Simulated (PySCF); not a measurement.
# Spin-rotation constants: `C(=C=C)[C@H](C)C(F)(F)F`, C₆H₇F₃

Geometry:
```
atom   x (Å)   y (Å)   z (Å)
  C1   3.016   0.666   0.290
  C2   1.806   0.540  -0.146
  C3   0.591   0.399  -0.577
  C4  -0.485  -0.330   0.190
  C5  -1.135  -1.425  -0.655
  C6  -1.544   0.678   0.622
  F7  -1.035   1.651   1.394
  F8  -2.137   1.286  -0.416
  F9  -2.529   0.109   1.339
 H10   3.782  -0.057   0.059
 H11   3.312   1.508   0.894
 H12   0.286   0.821  -1.525
 H13  -0.065  -0.752   1.109
 H14  -0.383  -2.155  -0.946
 H15  -1.574  -0.998  -1.554
 H16  -1.915  -1.929  -0.089
```

The calculation used GIAO PBE/pcSseg-1 magnetisability, rotational g tensor and spin-rotation constants, non-relativistic, gas phase in PySCF. Geometry: GFN2-xTB.

Problem. Give the nuclear spin-rotation constants along the inertial axes (H = +C I·J) beside the isotropic shieldings.

Solution. Rotational constants 2.6442, 1.0573, 0.9068 GHz. A star marks the isotopologue with that one atom substituted, in its own axes.
```
atom  isotope  Caa (kHz)  Cbb (kHz)  Ccc (kHz)  mean (kHz)  σ (ppm)
  F7      19F      4.687      1.085      1.168       2.314    233.4
  F8      19F      3.388      1.507      0.892       1.929    256.4
  F9      19F      2.960      1.723      1.065       1.916    242.8
 H10       1H     -0.010     -0.042     -0.089      -0.047     26.7
 H11       1H     -0.259      0.072     -0.100      -0.096     26.7
 H12       1H     -0.268     -0.118      0.070      -0.105     26.4
 H13       1H     -0.249     -0.126      0.031      -0.115     28.9
 H14       1H     -0.116     -0.048     -0.103      -0.089     30.5
 H15       1H     -0.282     -0.107      0.005      -0.128     30.4
 H16       1H     -0.079     -0.104     -0.060      -0.081     30.0
  C1     13C*      0.598      0.356      0.128       0.361    105.8
  C2     13C*      1.163      0.497      0.406       0.689    -36.1
  C3     13C*      0.675      0.170      0.336       0.394     89.9
  C4     13C*      0.495      0.213      0.178       0.296    133.5
  C5     13C*      0.378      0.148      0.143       0.223    164.9
  C6     13C*      0.879      0.347      0.304       0.510     40.3
```
For the geometry as given, no vibrational averaging.
